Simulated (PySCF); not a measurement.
trimethylgallium (C3H9Ga), SMILES [CH3][Ga]([CH3])[CH3]. Atoms are numbered in the order given.

```xyz
13

C     -0.6805     1.7209    -0.6904
Ga    -0.0002     0.0000     0.0002
C      1.3579    -0.0211     1.4341
C     -0.6770    -1.6998    -0.7440
H      0.1516     2.3279    -1.0849
H     -1.1324     2.3066     0.1276
H     -1.4302     1.6034    -1.4863
H      0.9848    -0.5870     2.3040
H      1.6467     0.9844     1.7734
H      2.2657    -0.5437     1.0888
H     -0.4868    -1.7419    -1.8295
H     -1.7709    -1.7615    -0.6171
H     -0.2246    -2.5879    -0.2792
```
Charge 0, spin multiplicity 1.

Coordinates come from a PBE0-D3(BJ)/def2-SVP optimisation.

Level of theory: TDA-LC-ωPBE/def2-SVPD (PySCF).

Vertical excitations. The molecule is in vacuum.

| state | energy (eV) | λ (nm) | f | main pairs |
|---|---|---|---|---|
| S1 | 5.89 | 210 | 0.000 | HOMO→LUMO+1 97 % |
| S2 | 5.89 | 210 | 0.000 | HOMO−1→LUMO+1 97 % |
| S3 | 7.35 | 169 | 0.127 | HOMO→LUMO 87 % |
| S4 | 7.35 | 169 | 0.127 | HOMO−1→LUMO 87 % |
| S5 | 8.68 | 143 | 0.000 | HOMO→LUMO+2 41 %, HOMO−1→LUMO+3 41 % |
| S6 | 8.91 | 139 | 0.000 | HOMO→LUMO+3 45 %, HOMO−1→LUMO+2 35 % |
| S7 | 8.91 | 139 | 0.009 | HOMO→LUMO+4 25 %, HOMO→LUMO+2 21 %, HOMO−1→LUMO+3 20 %, HOMO−1→LUMO+2 14 % |
| S8 | 8.91 | 139 | 0.009 | HOMO−1→LUMO+4 24 %, HOMO−1→LUMO+2 24 %, HOMO→LUMO+3 17 %, HOMO−1→LUMO+3 13 % |
| S9 | 9.37 | 132 | 0.050 | HOMO→LUMO+4 51 %, HOMO−1→LUMO+3 8 %, HOMO→LUMO+2 8 %, HOMO→LUMO+9 8 % |
| S10 | 9.37 | 132 | 0.050 | HOMO−1→LUMO+4 51 %, HOMO−1→LUMO+2 8 %, HOMO→LUMO+3 8 %, HOMO−1→LUMO+9 8 % |
| T1 | 5.49 | 226 | 0 | HOMO→LUMO+1 95 % |
| T2 | 5.50 | 226 | 0 | HOMO−1→LUMO+1 95 % |
| T3 | 6.93 | 179 | 0 | HOMO→LUMO 73 % |
| T4 | 6.93 | 179 | 0 | HOMO−1→LUMO 73 % |
Triplets are in the Tamm–Dancoff approximation.
